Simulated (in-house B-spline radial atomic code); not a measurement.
Relativistic effects in Sc2+, [Ar] 3d1: non-relativistic Hartree-Fock (point nucleus) against Dirac-Hartree-Fock (Fermi nucleus of rms radius 3.5459 fm), both averages of the configuration, computed with a radial B-spline atomic code at the basis-set limit.

```tsv
orbital	ε NR (Eh)	ε Dirac (Eh)	<r> NR (bohr)	<r> Dirac (bohr)	change of <r> (%)
1s1/2	-166.47	-167.45	0.07353	0.07297	-0.8
2s1/2	-19.639	-19.826	0.3432	0.3405	-0.8
2p1/2	-16.23	-16.367	0.307	0.3044	-0.9
2p3/2	-16.23	-16.192	0.307	0.3069	0.0
3s1/2	-3.1168	?	1.081	?	?
3p1/2	-2.1295	-2.1454	1.169	1.162	-0.6
3p3/2	-2.1295	-2.1251	1.169	1.169	0.0
3d3/2	-0.90449	-0.89916	1.544	1.55	+0.4
3d5/2	-0.90449	?	1.544	?	?
```

(1) What happens to 3d5/2?

(2) What happens to 3s1/2?

(3) What explains the pattern of contraction and expansion?

(4) By how much does the total energy change?

## Answers

(1) Its energy goes to -0.89825 hartree and <r> to 1.553 bohr (+0.62 %).

(2) Its energy goes to -3.143 hartree and <r> to 1.075 bohr (-0.58 %).

(3) Expansion is seen in 3d3/2, 3d5/2. The s and p1/2 orbitals contract directly, screen the nucleus better, and so push out orbitals that have little density near the nucleus; spin-orbit coupling adds to this for j = l + 1/2 and opposes it for j = l - 1/2.

(4) By -3.6395 hartree, from -759.092 to -762.732.
